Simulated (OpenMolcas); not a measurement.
Au3+ (d8) among equal point charges was computed by CASSCF with the d shell active (OpenMolcas, ANO-RCC-VDZP on the metal). Its lowest spin-free states, and all those of the highest spin:

```json
{"2S+1": "3", "Degeneracy": "3", "E (cm-1)": "0.0"}
{"2S+1": "3", "Degeneracy": "3", "E (cm-1)": "3021"}
{"2S+1": "3", "Degeneracy": "1", "E (cm-1)": "6543"}
{"2S+1": "1", "Degeneracy": "3", "E (cm-1)": "13212"}
{"2S+1": "1", "Degeneracy": "2", "E (cm-1)": "13662"}
{"2S+1": "3", "Degeneracy": "3", "E (cm-1)": "16088"}
{"2S+1": "1", "Degeneracy": "3", "E (cm-1)": "19970"}
{"2S+1": "1", "Degeneracy": "3", "E (cm-1)": "21367"}
{"2S+1": "1", "Degeneracy": "1", "E (cm-1)": "21759"}
{"2S+1": "1", "Degeneracy": "2", "E (cm-1)": "22571"}
{"2S+1": "1", "Degeneracy": "1", "E (cm-1)": "48958"}
```

Is the site octahedral, tetrahedral or cube-like, axial, or of lower symmetry?

The states with 2S+1 = 3 have orbital degeneracies 3, 3, 1, 3. Threefold states need a cubic site. For d8 at this spin an octahedron puts the single A2 below the threefold T2 and a tetrahedron or cube puts the threefold T1 below the threefold T2, so the site is a tetrahedron or a cube, which this pattern cannot tell apart. The run had Au3+ among 4 point charges of -2 e arranged as a tetrahedron (Td), 1.95 Å from the ion.

An orbital triplet at a regular site is open to Jahn-Teller coupling, which can distort the site and quench the lowest spin-orbit gaps and is left out. Without dynamic correlation the repulsion within the d shell is too large (B by tens of per cent), so at a given field states of lower spin stand too high. Real 4d8 and 5d8 ions are as a rule square planar and diamagnetic. This is an electrostatic model: the charges have no orbitals. No measured value stands beside these numbers.
